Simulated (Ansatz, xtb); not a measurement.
## C6H7BO: 6 structures ranked

6 gas-phase structures of C6H7BO, from a drawn sample of its isomers (lower ones may exist). Each was relaxed with GFN2-xTB; where two conformers were screened, the lower at r2SCAN-D4/def2-SVP is listed:

A. `Bc1coc(C=C)c1`, a singlet
B. `Bc1ccc(C=C)o1`, a singlet
C. `Bc1occc1C=C`, a singlet
D. `Bc1cc(C=C)co1`, a singlet
E. `Bc1ccoc1C=C`, a singlet
F. `Bc1cocc1C=C`, a singlet

Q: Make a reasoned guess at their ranking by r2SCAN-D4/def2-SVP single-point energy.

A: Calculated order at r2SCAN-D4/def2-SVP: B (0.0), C (3.2), E (3.4), A (4.4), D (4.7), F (9.2) kcal/mol. Less than 1 kcal/mol parts C and E; E and A; A and D, so the order within those pairs means little.

Energies above the lowest of each column, in kcal/mol; the last columns are at B3LYP-D3(BJ)/def2-SVP geometries:

```
structure  GFN2-xTB  HF/STO-3G  r2SCAN-D4/def2-SVP  B3LYP-D3(BJ)/def2-SVP  CCSD(T)/def2-SVP + ΔMP2/def2-TZVPP
        B       0.0        0.0                 0.0                    0.0                                 0.0
        C       1.5        2.4                 3.2                    2.8                                 2.3
        E       2.8        2.3                 3.4                    3.0                                 2.1
        A       3.4        2.6                 4.4                    3.8                                 2.6
        D       2.2        2.7                 4.7                    4.2                                 3.4
        F       5.3        5.5                 9.2                    8.0                                 6.5
```

Every level run on B puts it lowest or level with the lowest. CCSD(T)/def2-SVP + ΔMP2/def2-TZVPP orders those it was run on as B (0.0), E (2.1), C (2.3), A (2.6), D (3.4), F (6.5) kcal/mol. Less than 1 kcal/mol parts E and C; C and A; A and D, so the order within those pairs means little. Flexible structures stand in one conformer each, not always the lowest. ΔMP2 is the change of the MP2 energy from the smaller to the larger basis.

Over these structures GFN2-xTB departs from r2SCAN-D4/def2-SVP by 1.1 kcal/mol on average once a common shift is removed. A GFN2-xTB relaxation took about 0.25 s and the r2SCAN-D4/def2-SVP energy about 6.2 s on a shared host (Ansatz 0.2.0, xtb 6.7.1).
